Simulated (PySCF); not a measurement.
C4H9 (SMILES C[C-](C)C), charge -1, singlet, at a GFN2-xTB geometry; PySCF with CAMB3LYP/3-21G.

Input for PySCF:
```python
from pyscf import gto, scf, dft

mol = gto.M(
    atom='''
C     0.00366132   -0.00257993    0.50987381
C     0.00604899    1.42125247   -0.05700883
H    -0.00171725    1.48743097   -1.17683124
H    -0.87186003    1.98005613    0.29102195
H     0.89392380    1.97203055    0.27830152
C     1.22682796   -0.71573222   -0.07658806
H     1.27104904   -0.74055799   -1.19724426
H     2.15487708   -0.23527963    0.25807796
H     1.26497933   -1.76050060    0.25675066
C    -1.23425894   -0.70454644   -0.05885878
H    -1.29484415   -0.72889586   -1.17875997
H    -1.27709886   -1.74894672    0.27506338
H    -2.15298495   -0.21570016    0.28911112
''',
    basis='3-21g',
    charge=-1,
    verbose=4,
    symmetry=True,
)

mf = dft.RKS(mol)
mf.xc = 'camb3lyp'
mf.irrep_nelec = {"A'": 24, 'A"': 10}
mf.kernel()
mf.analyze()
```

### Question
Write the output that PySCF gives for this input, abridged.

### Answer

```
PySCF version 2.14.0

[INPUT] verbose = 4
[INPUT] num. atoms = 13
[INPUT] num. electrons = 34
[INPUT] charge = -1
[INPUT] spin (= nelec alpha-beta = 2S) = 0
[INPUT] symmetry True subgroup None
[INPUT] Mole.unit = angstrom
[INPUT] Symbol           X                Y                Z      unit          X                Y                Z       unit  Magmom
[INPUT]  1 C      0.003661320000  -0.002579930000   0.509873810000 AA    0.006918892054  -0.004875361121   0.963521858989 Bohr   0.0
[INPUT]  2 C      0.006048990000   1.421252470000  -0.057008830000 AA    0.011430934430   2.685777922162  -0.107731075382 Bohr   0.0
[INPUT]  3 H     -0.001717250000   1.487430970000  -1.176831240000 AA   -0.003245132187   2.810837162496  -2.223888738432 Bohr   0.0
[INPUT]  4 H     -0.871860030000   1.980056130000   0.291021950000 AA   -1.647576675655   3.741763796966   0.549951781737 Bohr   0.0
[INPUT]  5 H      0.893923800000   1.972030550000   0.278301520000 AA    1.689271158230   3.726597648775   0.525913652850 Bohr   0.0
[INPUT]  6 C      1.226827960000  -0.715732220000  -0.076588060000 AA    2.318368846359  -1.352537874327  -0.144730457812 Bohr   0.0
[INPUT]  7 H      1.271049040000  -0.740557990000  -1.197244260000 AA    2.401934576491  -1.399451780458  -2.262463755608 Bohr   0.0
[INPUT]  8 H      2.154877080000  -0.235279630000   0.258077960000 AA    4.072127513302  -0.444614063389   0.487696663186 Bohr   0.0
[INPUT]  9 H      1.264979330000  -1.760500600000   0.256750660000 AA    2.390464486936  -3.326863976132   0.485188429701 Bohr   0.0
[INPUT] 10 C     -1.234258940000  -0.704546440000  -0.058858780000 AA   -2.332411363396  -1.331399813637  -0.111226974226 Bohr   0.0
[INPUT] 11 H     -1.294844150000  -0.728895860000  -1.178759970000 AA   -2.446900817495  -1.377413548729  -2.227533509901 Bohr   0.0
[INPUT] 12 H     -1.277098860000  -1.748946720000   0.275063380000 AA   -2.413367079394  -3.305030307256   0.519794455097 Bohr   0.0
[INPUT] 13 H     -2.152984950000  -0.215700160000   0.289111120000 AA   -4.068551905810  -0.407614227425   0.546340836366 Bohr   0.0

nuclear repulsion = 125.790992574556
point group symmetry = C3v, use subgroup Cs
symmetry origin: [-5.72644262e-10 -1.71793301e-09 -2.29057712e-09]
symmetry axis x: [ 0.86370341 -0.50392443 -0.00875195]
symmetry axis y: [ 0.00718057 -0.00505974  0.99996142]
symmetry axis z: [-5.03949268e-01 -8.63732928e-01 -7.51652887e-04]
num. orbitals of irrep A' = 33
num. orbitals of irrep A" = 21
number of shells = 38
number of NR pGTOs = 87
number of NR cGTOs = 54
basis = 3-21g
ecp = {}

******** <class 'pyscf.dft.rks_symm.SymAdaptedRKS'> ********
method = SymAdaptedRKS
initial guess = minao
damping factor = 0
level_shift factor = 0
DIIS = <class 'pyscf.scf.diis.CDIIS'>
diis_start_cycle = 1
diis_space = 8
diis_damp = 0
SCF conv_tol = 1e-09
SCF conv_tol_grad = None
SCF max_cycles = 50
direct_scf = True
direct_scf_tol = 1e-13
XC library pyscf.dft.libxc version 7.1.2
    S. Lehtola, C. Steigemann, M. J. T. Oliveira, and M. A. L. Marques,  SoftwareX 7, 1–5 (2018)
XC functionals = camb3lyp
    T. Yanai, D. P. Tew, and N. C. Handy,  Chem. Phys. Lett. 393, 51 (2004)
radial grids:
    Treutler-Ahlrichs [JCP 102, 346 (1995); DOI:10.1063/1.469408] (M4) radial grids

becke partition: Becke, JCP 88, 2547 (1988); DOI:10.1063/1.454033
pruning grids: <function nwchem_prune>
grids dens level: 3
symmetrized grids: True
atomic radii adjust function: <function treutler_atomic_radii_adjust>
small_rho_cutoff = 0
Freeze 34 electrons in irreps ["A'", 'A"']
    0 free electrons in irreps
Set gradient conv threshold to 3.16228e-05
Initial guess from minao.
tot grids = 144744
init E= -156.847883891693
HOMO (A') = 0.0926960630616813  LUMO (A") = -0.360122701013833  gap/eV = -12.32183

WARN: A' HOMO 0.0926960630616813 > system LUMO -0.360122701013833

WARN: A" LUMO -0.360122701013833 < system HOMO 0.0926960630616813

cycle= 1 E= -155.964300117955  delta_E= 0.884  |g|= 0.273  |ddm|= 12.7
HOMO (A') = 0.219908040081136  LUMO (A") = -0.0680479355832952  gap/eV = -7.83568

WARN: A' HOMO 0.219908040081136 > system LUMO -0.0680479355832952

WARN: A" LUMO -0.0680479355832952 < system HOMO 0.219908040081136

cycle= 2 E= -155.951735022293  delta_E= 0.0126  |g|= 0.356  |ddm|= 3.23
HOMO (A') = 0.218861185061431  LUMO (A") = -0.0682050820735318  gap/eV = -7.81147

WARN: A' HOMO 0.218861185061431 > system LUMO -0.0682050820735318

WARN: A" LUMO -0.0682050820735318 < system HOMO 0.218861185061431

cycle= 3 E= -155.989010082908  delta_E= -0.0373  |g|= 0.107  |ddm|=  2.5
HOMO (A') = 0.214583920626056  LUMO (A") = -0.0793113761507112  gap/eV = -7.99730

WARN: A' HOMO 0.214583920626056 > system LUMO -0.0793113761507112

WARN: A" LUMO -0.0793113761507112 < system HOMO 0.214583920626056

cycle= 4 E= -155.992888464292  delta_E= -0.00388  |g|= 0.032  |ddm|= 0.83
HOMO (A') = 0.215501954568889  LUMO (A") = -0.0730853101546129  gap/eV = -7.85286

WARN: A' HOMO 0.215501954568889 > system LUMO -0.0730853101546129

WARN: A" LUMO -0.0730853101546129 < system HOMO 0.215501954568889

cycle= 5 E= -155.993277519526  delta_E= -0.000389  |g|= 0.00831  |ddm|= 0.194
HOMO (A') = 0.215410892159003  LUMO (A") = -0.0735698432146328  gap/eV = -7.86357

WARN: A' HOMO 0.215410892159003 > system LUMO -0.0735698432146328

WARN: A" LUMO -0.0735698432146328 < system HOMO 0.215410892159003

cycle= 6 E= -155.993337509784  delta_E= -6e-05  |g|= 0.00366  |ddm|= 0.131
HOMO (A') = 0.215299795043831  LUMO (A") = -0.073675580639736  gap/eV = -7.86342

WARN: A' HOMO 0.215299795043831 > system LUMO -0.073675580639736

WARN: A" LUMO -0.073675580639736 < system HOMO 0.215299795043831

cycle= 7 E= -155.993357332405  delta_E= -1.98e-05  |g|= 0.00146  |ddm|= 0.11
HOMO (A') = 0.215346366779059  LUMO (A") = -0.0736407191363138  gap/eV = -7.86374

WARN: A' HOMO 0.215346366779059 > system LUMO -0.0736407191363138

WARN: A" LUMO -0.0736407191363138 < system HOMO 0.215346366779059

cycle= 8 E= -155.993362584471  delta_E= -5.25e-06  |g|= 0.000627  |ddm|= 0.0657
HOMO (A') = 0.215318707030793  LUMO (A") = -0.073711449302182  gap/eV = -7.86491

WARN: A' HOMO 0.215318707030793 > system LUMO -0.073711449302182

WARN: A" LUMO -0.073711449302182 < system HOMO 0.215318707030793

cycle= 9 E= -155.993363876964  delta_E= -1.29e-06  |g|= 0.000361  |ddm|= 0.0288
HOMO (A') = 0.215314095996197  LUMO (A") = -0.0737141985925192  gap/eV = -7.86486

WARN: A' HOMO 0.215314095996197 > system LUMO -0.0737141985925192

WARN: A" LUMO -0.0737141985925192 < system HOMO 0.215314095996197

cycle= 10 E= -155.993364658328  delta_E= -7.81e-07  |g|= 0.000173  |ddm|= 0.0246
HOMO (A') = 0.21531238406101  LUMO (A") = -0.0737160762748266  gap/eV = -7.86487

WARN: A' HOMO 0.21531238406101 > system LUMO -0.0737160762748266

WARN: A" LUMO -0.0737160762748266 < system HOMO 0.21531238406101

cycle= 11 E= -155.99336493223  delta_E= -2.74e-07  |g|= 8.75e-05  |ddm|= 0.0192
HOMO (A') = 0.215312057749716  LUMO (A") = -0.0737171863724191  gap/eV = -7.86489

WARN: A' HOMO 0.215312057749716 > system LUMO -0.0737171863724191

WARN: A" LUMO -0.0737171863724191 < system HOMO 0.215312057749716

cycle= 12 E= -155.993364952174  delta_E= -1.99e-08  |g|= 1.75e-05  |ddm|= 0.00469
HOMO (A') = 0.21531155651371  LUMO (A") = -0.0737178467225013  gap/eV = -7.86489

WARN: A' HOMO 0.21531155651371 > system LUMO -0.0737178467225013

WARN: A" LUMO -0.0737178467225013 < system HOMO 0.21531155651371

cycle= 13 E= -155.993364952623  delta_E= -4.49e-10  |g|= 9.44e-06  |ddm|= 0.000488
HOMO (A') = 0.215311706528759  LUMO (A") = -0.073717324504619  gap/eV = -7.86488

WARN: A' HOMO 0.215311706528759 > system LUMO -0.073717324504619

WARN: A" LUMO -0.073717324504619 < system HOMO 0.215311706528759

Extra cycle  E= -155.993364952711  delta_E= -8.88e-11  |g|= 9.91e-06  |ddm|= 0.000185
converged SCF energy = -155.993364952711
**** SCF Summaries ****
Total Energy =                        -155.993364952711431
Nuclear Repulsion Energy =             125.790992574556086
One-electron Energy =                 -462.923788781536075
Two-electron Energy =                  181.139431254268573
Two-electron Coulomb Energy =          205.972335052969044
DFT Exchange-Correlation Energy =      -24.832903798700485
HOMO-LUMO gap [eV] =                    -7.864880534435803
Wave-function symmetry = A'
occupancy for each irrep:     A'   A"
                              12    5
**** MO energy ****
MO #1 (A" #1), energy= -10.0505869239176 occ= 2
MO #2 (A' #1), energy= -10.0500891008578 occ= 2
MO #3 (A' #2), energy= -10.0231804646612 occ= 2
MO #4 (A' #3), energy= -9.99417827824028 occ= 2
MO #5 (A' #4), energy= -0.730961783338279 occ= 2
MO #6 (A" #2), energy= -0.602498630840822 occ= 2
MO #7 (A' #5), energy= -0.586315973517572 occ= 2
MO #8 (A' #6), energy= -0.430756502422763 occ= 2
MO #9 (A' #7), energy= -0.33983548131889 occ= 2
MO #10 (A' #8), energy= -0.333443285939708 occ= 2
MO #11 (A" #3), energy= -0.328161746047172 occ= 2
MO #12 (A" #4), energy= -0.277008972692133 occ= 2
MO #13 (A' #9), energy= -0.261273322972254 occ= 2
MO #14 (A" #5), energy= -0.253954952401768 occ= 2
MO #15 (A' #10), energy= -0.21256553073333 occ= 2
MO #16 (A' #11), energy= -0.0260706803038535 occ= 2
MO #17 (A' #12), energy= 0.215311706528759 occ= 2
MO #18 (A" #6), energy= -0.073717324504619 occ= 0
MO #19 (A" #7), energy= 0.373928203411977 occ= 0
MO #20 (A' #13), energy= 0.375937247634398 occ= 0
MO #21 (A' #14), energy= 0.387342765312438 occ= 0
MO #22 (A" #8), energy= 0.387779249904106 occ= 0
MO #23 (A' #15), energy= 0.391737308698196 occ= 0
MO #24 (A" #9), energy= 0.416481386571004 occ= 0
MO #25 (A' #16), energy= 0.428835970506681 occ= 0
 ** Mulliken pop on meta-lowdin orthogonal AOs  **
 ** Mulliken pop  **
 ** Mulliken atomic charges  **
charge of    0C =     -0.26028
charge of    1C =     -0.23413
charge of    2H =     -0.01424
charge of    3H =     -0.00113
charge of    4H =      0.01649
charge of    5C =     -0.35671
charge of    6H =     -0.01560
charge of    7H =      0.04931
charge of    8H =      0.04931
charge of    9C =     -0.23413
charge of   10H =     -0.01424
charge of   11H =      0.01649
charge of   12H =     -0.00113

WARN: System has nonzero charge -1; the dipole moment is origin-dependent.
Location of origin: [0. 0. 0.]

Dipole moment(X, Y, Z, Debye):  0.06360, -0.03632, -0.91061
```
